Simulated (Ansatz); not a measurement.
Program: Ansatz. Geometries: PBE0-D4/def2-TZVP. ΔE: electronic, gas phase. CBS: MP2 limit from def2 TZ/QZ plus the TZ coupled-cluster correction, frozen cores. DFT in def2-TZVPP. Each species was taken in one conformer, which may not be the lowest.

Consider the isomerisation: `BN([SiH3])CC` → `CBN[SiH2]C`.

```json
{"level": "r2SCAN-D4", "ΔE (kcal/mol)": "-30.2"}
{"level": "HF/def2-SVP", "ΔE (kcal/mol)": "-25.3"}
{"level": "SCS-MP2/def2-TZVPP", "ΔE (kcal/mol)": "-26.4"}
{"level": "CCSD/def2-TZVPP", "ΔE (kcal/mol)": "-27.4"}
```

Q: What does CCSD(T)/CBS give? (Best estimate.)

A: Computed: -28.1 kcal/mol. The listed levels differ from it by -2.1, 2.8, 1.7, 0.7 kcal/mol.

Largest T1 diagnostic among the species: 0.012.

Leaving LDA and LC-ωPBE aside and taking each functional with its dispersion term where it has one, the values, not all of them listed here, spread over 3.8 kcal/mol, from B97M-V to BLYP-D4. LDA lies +1.1 kcal/mol from PBE without D4. At CCSD(T), def2-SVP lies +5.7 kcal/mol from the extrapolated value and def2-TZVPP +0.9 kcal/mol.
